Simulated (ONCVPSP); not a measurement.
**Building the ONCV potential for W (Z = 74) (PBEsol, scalar-relativistic).**

* Element: W
* Generator: ONCVPSP 4.0.1
* Type: optimised norm-conserving Vanderbilt (ONCV)
* Functional: PBEsol
* Relativity: scalar-relativistic
* Frozen core: [Kr] 4d10 4f14 5s2
* Valence charge: 12
* Reference configuration: 5p6 5d4 6s1.5 6p0.5
* Partial waves: 6s: rc 2.80 bohr, ncon 3, nbas 7, qcut 2.3 1/bohr, 2 projectors, debl 1.5 Ha; 5p+6p: rc 2.25 bohr, ncon 4, nbas 9, qcut 5.6 1/bohr, 2 projectors; 5d: rc 2.80 bohr, ncon 5, nbas 9, qcut 6.3 1/bohr, 2 projectors, debl 2.4 Ha
* Local potential: polynomial inside 1.90 bohr (lpopt 5, dvloc0 3 Ha)
* Core correction: Teter function, parameters optimised by the program

Poles of the logarithmic derivatives, all-electron (AE) and pseudo (PS). s: poles at -2.9, 0.7, 4.6 (AE) and 0.7, 1.7, 4.7 (PS) Ha. p: poles at -1.5, 3.2 (AE) and -1.5, 3.1 (PS) Ha. d: poles at 0.0, 2.7 (AE) and 0.0, 2.7 (PS) Ha. Test radii: s 2.85, p 2.28, d 2.85 bohr.

* Cutoffs needed: 12 Ha and 16 Ha (the cutoffs (Ha) at which the residual kinetic energy of the hardest occupied pseudo-wave falls to 1 and 0.1 mHa per electron)
* Ghost test: no bound ghost flagged; GHOST(+) flagged for s at 46.8 eV
* Largest excitation error: -24 meV (all-electron minus pseudo) for 5p6 5d4 6s0 6p0, out of 4 test configurations
* rms error of d²Exc/dni dnj: 3.91 mHa without and 0.37 mHa with the model core
